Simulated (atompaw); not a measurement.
# Nd: PAW (atompaw) pseudisation with PBE, scalar-relativistic reference atom.

atompaw 4.2.0.5 was run on this input:

```
Nd 60
GGA-PBE scalarrelativistic loggrid 2001 logderivrange -6 5 276
6 6 5 4 0 0
6 0 0
6 1 0
5 2 0
4 3 4
0 0 0
c
c
c
c
v
v
c
c
c
v
v
c
c
v
v
3
2.60 2.15 1.85 1.50
n
n
y
-0.55
n
y
0.75
n
custom polynom2 7 10 vanderbiltortho sinc
4 -0.5 troulliermartins
2.60
2.25
1.90
2.60
2.60
2.60
1.35
1.35
PWSCFOUT
UPFDX 0.0125d0 UPFXMIN -7.d0 UPFZMESH 60.d0
END
```

Command:

```bash
atompaw < Nd.input > Nd.log
```

The program printed (summary file):

```
Completed calculations for Nd (AE)

 Exchange-correlation type: GGA, Perdew-Burke-Ernzerhof

 Radial integration grid is logarithmic
 r0 =   1.1230283E-04 h =   6.7381698E-03   n =      2001 rmax =   8.0000000E+01

 Scalar relativistic calculation

 AEatom converged in  30 iterations
   nz     =  60.00
   delta  =       7.104611557918E-17

 All Electron Orbital energies:
  n  l      occupancy      energy
  1  0      2.0000000E+00 -3.1910703E+03
  2  0      2.0000000E+00 -5.1692387E+02
  3  0      2.0000000E+00 -1.1288240E+02
  4  0      2.0000000E+00 -2.3202320E+01
  5  0      2.0000000E+00 -3.9270419E+00
  6  0      0.0000000E+00 -9.8435137E-01
  2  1      6.0000000E+00 -4.6217598E+02
  3  1      6.0000000E+00 -9.5619036E+01
  4  1      6.0000000E+00 -1.7550156E+01
  5  1      6.0000000E+00 -2.5711408E+00
  6  1      0.0000000E+00 -7.0734269E-01
  3  2      1.0000000E+01 -7.1680820E+01
  4  2      1.0000000E+01 -9.5184331E+00
  5  2      0.0000000E+00 -9.9721637E-01
  4  3      4.0000000E+00 -1.0712123E+00

 Total energy
   Total                    :   -19246.74973919633703

 ---
 Completed calculations for Nd (SC)

 Exchange-correlation type: GGA, Perdew-Burke-Ernzerhof

 Radial integration grid is logarithmic
 r0 =   1.1230283E-04 h =   6.7381698E-03   n =      2001 rmax =   8.0000000E+01

 Scalar relativistic calculation

 SCatom converged in   4 iterations
   nz     =  60.00
   delta  =       8.284813900103E-17

 Valence Electron Orbital energies:
  n  l      occupancy      energy
   5  0      2.0000000E+00 -3.9270419E+00
   6  0      0.0000000E+00 -9.8435137E-01
   5  1      6.0000000E+00 -2.5711408E+00
   6  1      0.0000000E+00 -7.0734269E-01
   5  2      0.0000000E+00 -9.9721637E-01
   4  3      4.0000000E+00 -1.0712123E+00

 Total energy
   Total                    :   -19246.74973920374396
   Valence                  :     -535.73858973475785

 PAW parameters:
       lmax =            3
         rc =    2.6090723931438538
        irc =         1493
   rc_shape =    2.1604511424268815
    rc_vloc =    1.8502679078580344
    rc_core =    1.5014526624245124
   Vloc: Norm-conserving Troullier-Martins with l= 4;e=  -5.0000E-01
   Projector type: improved polynomial pseudization + Vanderbilt ortho.
   Sinc^2 compensation charge shape zeroed at   2.1605E+00

 Number of basis functions     8
 No.   n  nodes  l      Energy         Cp coeff         Occ
  1    5    4    0   -0.3927042E+01 -0.2676874E+01  0.2000000E+01
  2    6    5    0   -0.9843514E+00 -0.1093757E+01  0.0000000E+00
  3    5    3    1   -0.2571141E+01  0.3024213E+00  0.6000000E+01
  4    6    4    1   -0.7073427E+00  0.2380623E+02  0.0000000E+00
  5    5    2    2   -0.9972164E+00 -0.4384280E+02  0.0000000E+00
  6  999    3    2   -0.5500000E+00 -0.5999300E+01  0.0000000E+00
  7    4    0    3   -0.1071212E+01 -0.4790739E+01  0.4000000E+01
  8  999    1    3    0.7500000E+00 -0.5398247E+02  0.0000000E+00

 Eigenvalues of overlap operator (in the basis of projectors):
    1        3.81962475E-01
    2        5.88352190E-01
    3        4.04619574E+00
    4        7.21017706E+00
    5        1.34583155E+02
    6        1.07365414E+04
    7        1.97715224E+04
    8        6.88897794E+05

 Orbital leakage outside PAW augmentation regions
   orb  is_core?  %out_of_sphere
   1 0    T           0.00
   2 0    T           0.00
   3 0    T           0.00
   4 0    T           0.00
   5 0    F           2.40
   6 0    F          84.57
   2 1    T           0.00
   3 1    T           0.00
   4 1    T           0.00
   5 1    F           7.94
   6 1    F          92.20
   3 2    T           0.00
   4 2    T           0.00
   5 2    F          43.56
   4 3    F           3.32

 Summary of PAW energies
   Total valence energy     :   -535.73859386171739
   Smooth energy            :     18.61763339503112
   One center               :   -554.35622725674853
   Smooth kinetic           :     27.50034893597839
   Vloc energy              :    -13.58557040026766
   Smooth exch-corr         :    -11.94485896291806
   One-center xc            :   -431.76543159879719
```

Note: ghost state, extra bound levels that the all-electron valence spectrum of the same l lacks: s at -55.8 eV. A true bound ghost makes a file unfit for plane-wave use.

The run took about 9.6 s on one core of a shared server CPU.
